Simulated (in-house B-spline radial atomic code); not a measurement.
Orbital energies and mean radii along the 58-electron series, configuration [Kr] 4d10 4f10 5s2. The effective charge is n√(-2ε), a non-relativistic measure. Computed with a B-spline radial code for spherical atoms: Dirac-Hartree-Fock, average of the configuration, finite nuclei.

| ion | Z | energy of 4d3/2 (Eh) | mean radius of 4d3/2 (bohr) | energy of 4p1/2 (Eh) | mean radius of 4p1/2 (bohr) | energy of 4p3/2 (Eh) | mean radius of 4p3/2 (bohr) | effective charge of 4d3/2 |
| --- | --- | --- | --- | --- | --- | --- | --- | --- |
| Er10+ | 68 | -13.521 | 0.57063 | -20.485 | 0.51726 | -18.836 | 0.546 | 20.8 |
| Tm11+ | 69 | -14.985 | 0.55513 | -22.262 | 0.50486 | -20.472 | 0.53362 | 21.898 |
| Yb12+ | 70 | -16.526 | 0.54032 | -24.127 | 0.49289 | -22.188 | 0.52167 | 22.997 |
| Lu13+ | 71 | -18.143 | 0.52618 | -26.081 | 0.48133 | -23.98 | 0.51014 | 24.095 |

Q: How does the screening of 4d3/2 change?

A: Z less the effective charge goes from 47.20 at Z = 68 to 46.91 at Z = 71.
